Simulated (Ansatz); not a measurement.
Stepwise reaction of `[NH2][In]([NH2])[SH]` with methanol, as a gas-phase model of exchange steps in deposition or etching. ΔE in kJ/mol; ΔG adds harmonic PBE0-D4 terms to CCSD(T)/CBS, at 1 bar.

Gas-phase electronic energies from Ansatz, PBE0-D4/def2-TZVP geometries. CCSD(T)/CBS adds triple-zeta CCSD(T) − MP2 to the extrapolated MP2 energy (def2 sets, frozen cores). This one scheme is used for every species. DFT in def2-TZVPP. B3LYP here is the variant with VWN-RPA as its local correlation; programs differ in this. Elements past krypton have def2 core potentials. For In outer-core shells are correlated without core-valence functions, which leaves a few kJ/mol of doubt a bond. Each species was taken in one conformer, which may not be the lowest.

| step | reaction | PBE-D4 | B3LYP-D4 | ωB97M-V | CCSD(T)/CBS | ΔG(600 K) |
| --- | --- | --- | --- | --- | --- | --- |
| 1 | `[NH2][In]([NH2])[SH]` + CH₃OH → `C[O][In]([NH2])[SH]` + NH₃ | -22.0 | -22.0 | -17.4 | -19.2 | -14.7 |

Problem. Give the row of step 2, `C[O][In]([NH2])[SH]` + CH₃OH → `C[O][In]([SH])[O]C` + NH₃. (An estimate is asked.)

Solution. The calculation gave: 
```csv
step,reaction,PBE-D4,B3LYP-D4,ωB97M-V,CCSD(T)/CBS,ΔG(600 K)
2,`C[O][In]([NH2])[SH]` + CH₃OH → `C[O][In]([SH])[O]C` + NH₃,-12.7,-13.7,-9.5,-11.5,-13.7
```

Problem. By hand: ΔE of the 2 steps together at CCSD(T)/CBS.

Solution. (-19.2) + (-11.5) = -30.7 kJ/mol, or -15.3 kJ/mol a step.

In ΔE each step is higher than the one before. All are downhill at CCSD(T)/CBS. ΔG lies between -14.7 and -13.7 kJ/mol a step. PBE-D4 differs from CCSD(T)/CBS by -2.8 to -1.2 kJ/mol a step. Isolated molecules leave out the surface, adducts and barriers. Largest T1 diagnostic: 0.016.
